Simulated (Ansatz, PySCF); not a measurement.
Gas-phase reaction in SMILES: [F][Cs] -> [F][Cs] as doublet, charge +1 + e-
Geometries: B3LYP-D3(BJ)/def2-TZVP minima from Ansatz (an electronic-structure program). A spin state is the lowest found, not a proven ground state.
Geometry of the first species:
SMILES: [F][Cs]
```xyz
2

Cs     0.0000     0.0000    -0.3380
F      0.0000     0.0000     2.0659
```

Quantity: adiabatic ionisation energy (0 K, with B3LYP-D3(BJ) harmonic zero-point energies from PySCF), in eV. Cores are frozen in the correlated levels unless marked. UHF or UKS for open shells. No spin-orbit coupling. The frozen core is the preceding noble-gas configuration, with the filled d and f shells of earlier blocks. The outer core of K, Ca and their heavier congeners is not correlated, a term that matters for these elements. In def2 rows, elements after Kr have scalar-relativistic effective core potentials. 

```json
[
 {"level": "SVWN5/def2-TZVPD", "program": "Ansatz", "adiabatic ionisation energy (eV)": "10.03"},
 {"level": "PBE/def2-TZVPD", "program": "Ansatz", "adiabatic ionisation energy (eV)": "9.26"},
 {"level": "BLYP-D3(BJ)/def2-TZVPD", "program": "Ansatz + dftd3", "adiabatic ionisation energy (eV)": "9.14"},
 {"level": "revPBE/def2-TZVPD", "program": "Ansatz", "adiabatic ionisation energy (eV)": "9.02"},
 {"level": "r2SCAN-D3(BJ)/def2-TZVPD", "program": "Ansatz + dftd3", "adiabatic ionisation energy (eV)": "8.94"},
 {"level": "B97M-V/def2-TZVPD", "program": "Ansatz", "adiabatic ionisation energy (eV)": "8.83"},
 {"level": "PBE0-D4/def2-TZVPD", "program": "Ansatz + dftd4", "adiabatic ionisation energy (eV)": "8.86"},
 {"level": "PBE0/def2-TZVPD", "program": "Ansatz", "adiabatic ionisation energy (eV)": "8.87"},
 {"level": "BHLYP-D3(BJ)/def2-TZVPD", "program": "Ansatz + dftd3", "adiabatic ionisation energy (eV)": "8.47"},
 {"level": "BHLYP/def2-TZVPD", "program": "Ansatz", "adiabatic ionisation energy (eV)": "8.48"},
 {"level": "r2SCANh/def2-TZVPD", "program": "Ansatz", "adiabatic ionisation energy (eV)": "8.83"},
 {"level": "r2SCAN0/def2-TZVPD", "program": "Ansatz", "adiabatic ionisation energy (eV)": "8.67"},
 {"level": "HSE06/def2-TZVPD", "program": "Ansatz", "adiabatic ionisation energy (eV)": "8.86"},
 {"level": "CAM-B3LYP-D4/def2-TZVPD", "program": "Ansatz + dftd4", "adiabatic ionisation energy (eV)": "9.08"},
 {"level": "CCSD/def2-SVP", "program": "Ansatz", "adiabatic ionisation energy (eV)": "7.65"},
 {"level": "CCSD/def2-QZVPPD", "program": "Ansatz", "adiabatic ionisation energy (eV)": "8.50"},
 {"level": "CCSD(T)/def2-TZVPP", "program": "Ansatz", "adiabatic ionisation energy (eV)": "8.34"},
 {"level": "CCSD(T)/def2-TZVPPD", "program": "Ansatz", "adiabatic ionisation energy (eV)": "8.53"},
 {"level": "CCSD(T)/def2-QZVPP", "program": "Ansatz", "adiabatic ionisation energy (eV)": "8.61"},
 {"level": "CCSDT/def2-SVP", "program": "Ansatz", "adiabatic ionisation energy (eV)": "7.68"}
]
```
